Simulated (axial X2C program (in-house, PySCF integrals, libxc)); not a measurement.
**Outer orbitals of SnN at 1.967 Å, HF**

Calculated with an axial X2C code built on PySCF integrals. Spin-free means the one-electron spin-free X2C Hamiltonian; two-component (2c) means X2C with spin–orbit coupling and atomic mean-field two-electron Coulomb and Gaunt terms, so the difference of the two also holds small scalar two-electron terms. Basis: Sn dyall-cv3z [11s12p9d4f1g], N dyall-av3z [7s7p3d2f] (cores contracted in-house); Gaussian nuclei, density fitting, unrestricted open shells. Masses: Sn 119.902 u, N 14.003 u.

The distance is close to the 2c PBE0 minimum; the highest filled and lowest empty levels are listed.

Spin-free orbitals, state M_S = 1/2, Λ = 1 (beyond evenly filled blocks: π+α, π+β, π-α) (Löwdin shares):

```json
{"symmetry": "σα", "occupied": "yes", "ε (eV)": "-29.73", "atomic character": "74% N s, 11% Sn d, 8% Sn p"}
{"symmetry": "σβ", "occupied": "yes", "ε (eV)": "-23.25", "atomic character": "68% N s, 12% Sn s, 9% Sn p"}
{"symmetry": "σα", "occupied": "yes", "ε (eV)": "-14.86", "atomic character": "60% N p, 32% Sn s, 5% N s"}
{"symmetry": "σβ", "occupied": "yes", "ε (eV)": "-14.61", "atomic character": "45% Sn s, 34% N p, 12% N s"}
{"symmetry": "π+α", "occupied": "yes", "ε (eV)": "-13.89", "atomic character": "90% N p, 4% Sn p, 3% Sn d"}
{"symmetry": "π-α", "occupied": "yes", "ε (eV)": "-13.89", "atomic character": "90% N p, 4% Sn p, 3% Sn d"}
{"symmetry": "σα", "occupied": "yes", "ε (eV)": "-10.19", "atomic character": "35% Sn s, 31% N p, 27% Sn p"}
{"symmetry": "σβ", "occupied": "yes", "ε (eV)": "-9.42", "atomic character": "50% N p, 29% Sn p, 14% Sn s"}
{"symmetry": "π+β", "occupied": "yes", "ε (eV)": "-7.57", "atomic character": "74% Sn p, 19% N p, 6% N d"}
{"symmetry": "π-β", "occupied": "no", "ε (eV)": "-0.93", "atomic character": "73% Sn p, 22% N p, 4% N d"}
{"symmetry": "π+α", "occupied": "no", "ε (eV)": "0.55", "atomic character": "78% Sn p, 12% N p, 5% N d"}
{"symmetry": "π-α", "occupied": "no", "ε (eV)": "0.55", "atomic character": "78% Sn p, 12% N p, 5% N d"}
{"symmetry": "σβ", "occupied": "no", "ε (eV)": "1.90", "atomic character": "51% Sn p, 33% N p, 8% Sn d"}
{"symmetry": "σα", "occupied": "no", "ε (eV)": "1.90", "atomic character": "51% Sn p, 34% N p, 7% Sn d"}
```

Spinors with spin–orbit coupling (state Ω = 3/2):

```
   ω  occupied  ε (eV)             atomic character     λ mixture
-3/2       yes  -35.35                     99% Sn d  84% π, 16% δ
 1/2       yes  -29.72   73% N s, 11% Sn d, 8% Sn p        100% σ
-1/2       yes  -23.23   68% N s, 12% Sn s, 9% Sn p        100% σ
 1/2       yes  -14.84    60% N p, 31% Sn s, 5% N s        100% σ
-1/2       yes  -14.60   45% Sn s, 34% N p, 12% N s        100% σ
 3/2       yes  -13.90    90% N p, 4% Sn p, 3% Sn d        100% π
-1/2       yes  -13.90    90% N p, 4% Sn p, 3% Sn d        100% π
 1/2       yes  -10.16  35% Sn s, 30% N p, 27% Sn p        100% σ
-1/2       yes   -9.40  50% N p, 29% Sn p, 14% Sn s        100% σ
 1/2       yes   -7.70    75% Sn p, 18% N p, 6% N d        100% π
-3/2        no   -0.81    72% Sn p, 23% N p, 4% N d        100% π
-1/2        no    0.51    78% Sn p, 12% N p, 5% N d        100% π
 3/2        no    0.65    78% Sn p, 13% N p, 5% N d        100% π
 1/2        no    1.92   50% Sn p, 34% N p, 7% Sn d        100% σ
-1/2        no    1.92   49% Sn p, 34% N p, 8% Sn d        100% σ
```

How does the gap between the highest filled and lowest empty level change from the spin-free to the 2c table?

From 6.64 to 6.89 eV at HF, a change of 0.25 eV.

Mulliken charges and populations of the two-component result (they depend on the basis, above all on diffuse functions):

Sn 0.65 e (s 9.79 p 19.53 d 20.02 f 0.01), N -0.65 e (s 4.01 p 3.60 d 0.03). ⟨Lz⟩ = 1.00 ħ and ⟨Sz⟩ = 0.50 ħ (-0.48 and 0.98 on the two atoms), which add up to Ω.

One determinant describes the state; a PBE0 search over occupations chose it and may have missed a lower one. PBE0 can misorder states that lie within some tenths of an eV, so this need not be the ground state of the molecule. The nearest other spin-free determinant of the search, M_S = 1/2, Λ = 0, lies 0.16 eV up at the distance of the search. The determinant is spin-polarised beyond a pure state at some levels (its spin-free form has ⟨S²⟩ too high), which makes Re and μ there less reliable.
